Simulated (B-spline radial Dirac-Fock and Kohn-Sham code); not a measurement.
# Yb²⁺ 4p3/2: cross section and angular parameters

System: ytterbium as Yb²⁺, configuration 1s2 2s2 2p6 3s2 3p6 3d10 4s2 4p6 4d10 4f14 5s2 5p6; threshold 350.1 eV (orbital energy of the model). Method: Dirac-Hartree-Slater photoionisation with a Latter tail; cross sections with all multipoles, angular parameters from the dipole term and its interference with E2. Computed with a radial finite-basis atomic code.

For linearly polarised light dσ/dΩ = σ/(4π) [1 + β P₂(cos θ) + (δ + γ cos²θ) sin θ cos φ], with θ from the polarisation vector and φ the angle between the beam and the projection of the electron momentum on the plane normal to the polarisation.

| hν (eV) | σ (kb) | β | γ | δ |
| --- | --- | --- | --- | --- |
| 400 | 244 | -0.425 | -0.154 | 0.052 |
| 476 | ? | ? | ? | ? |
| 534 | 208 | 0.554 | 0.027 | 0.074 |
| 632 | 183 | 0.877 | 0.187 | 0.058 |
| 695 | 167 | 1.019 | 0.251 | 0.047 |
| 759 | 152 | 1.126 | 0.289 | 0.038 |
| 765 | 151 | 1.135 | 0.291 | 0.037 |
| 890 | 127 | 1.282 | 0.310 | 0.024 |
| 977 | 113 | 1.357 | 0.300 | 0.018 |
| 1486.9 | 62.8 | 1.580 | 0.142 | 0.003 |
| 1960 | 40.0 | 1.662 | 0.025 | 0.001 |
| 3020 | 18.2 | 1.727 | -0.039 | 0.004 |
| 3690 | 12.3 | 1.736 | 0.005 | 0.006 |
| 4000 | 10.4 | 1.737 | 0.038 | 0.007 |
| 6000 | 4.34 | 1.716 | 0.323 | 0.013 |
| 7060 | 2.99 | 1.697 | 0.493 | 0.016 |
| 8047.8 | 2.20 | 1.677 | 0.648 | 0.020 |
| 8510 | 1.92 | 1.667 | 0.718 | 0.022 |
| 9390 | 1.51 | 1.649 | 0.849 | 0.025 |

Problem. Give the values at 476 eV.

Solution. σ = 224 kb, β = 0.256, γ = -0.096, δ = 0.078.
